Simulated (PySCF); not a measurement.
## Dipole response of Pt²⁺ (platinum, charge +2)

[Xe] 4f14 5d8, high-spin 3F determinant. Computed with PySCF 2.14 in aug-cc-pVTZ-PP with one added diffuse shell each of s, p, d, f, g type with ECP60MDF (7s7p6d4f3g, 113 functions), with a scalar-relativistic core potential. Coupled (time-dependent) response in atomic units; α is the mean over directions.

```json
{"method": "M06", "mean α (bohr³)": "9.500", "C₆ (like pair)": "61.19", "S(−4)": "21.32"}
```

S(−4) is the Cauchy moment in α(ω) = α(0) + S(−4) ω² + …

Spin-orbit coupling is absent.

α(iu) at M06:

| u (hartree) | α(iu) (bohr³) |
| --- | --- |
| 0 | 9.500 |
| 0.0500 | 9.447 |
| 0.100 | 9.295 |
| 0.200 | 8.768 |
| 0.300 | 8.086 |
| 0.500 | 6.717 |
| 0.750 | 5.333 |
| 1.00 | 4.303 |
| 1.50 | 2.937 |
| 2.00 | 2.111 |
| 3.00 | 1.219 |
| 5.00 | 0.5392 |

For an ion, C₆ is the dispersion term alone; charge-induced terms of lower order in 1/R come first.

Energies and moments cover only the electrons outside the core potential. Spin-orbit coupling, absent here, splits the open shell strongly.
